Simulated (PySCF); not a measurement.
A GIAO shielding run with PySCF 2.14.0 with density-fitted response routines (density fitting, non-relativistic, gas phase) on SMILES N#C/C=N\[SiH2][SiH3], C2H6N2Si2:

```
$ OMP_NUM_THREADS=1 python probes_run.py task.json out

{"job": {"kind": "nmr", "xc": "PBE0", "basis": "pcSseg-0", "pop": true}, "charge": 0, "multiplicity": 1}
N      2.143390     1.465022    -1.783963
C      1.956441     0.850635    -0.819210
C      1.700272     0.080660     0.388371
N      0.751670    -0.740801     0.538729
Si    -0.548398    -1.186061    -0.570873
Si    -2.442995    -0.074663     0.253540
H      2.418849     0.270845     1.205869
H     -0.699725    -2.664726    -0.467521
H     -0.270322    -0.806750    -1.993640
H     -2.639421    -0.413175     1.694554
H     -3.648409    -0.489826    -0.526815
H     -2.245205     1.399774     0.110526
```

Hardware: 1 thread of an Arm Neoverse N1, shared host. The job also computes population analyses, field gradients.

(1) How large is the calculation?

(2) How long does it take, and how much memory does it need?

(3) And these other runs on the same molecule and hardware: GIAO shielding at B3LYP/pcSseg-1; GIAO shielding at B97-D/pcSseg-1; GIAO shielding at BLYP/pcSseg-1; GIAO shielding at BP86/pcSseg-1; GIAO shielding at HF/pcSseg-1; GIAO shielding at KT2/pcSseg-1?

Answers

(1) 60 electrons, 74 basis functions and 718 auxiliary functions.

(2) 9.5 s of wall time, with 14 SCF cycles and 5 response iterations; peak memory 0.47 GiB. Times on a shared host scatter by some tens of per cent.

(3) B3LYP/pcSseg-1: 146 functions, 18 s; B97-D/pcSseg-1: 146 functions, 26 s; BLYP/pcSseg-1: 146 functions, 26 s; BP86/pcSseg-1: 146 functions, 25 s; HF/pcSseg-1: 146 functions, 10 s; KT2/pcSseg-1: 146 functions, 28 s.
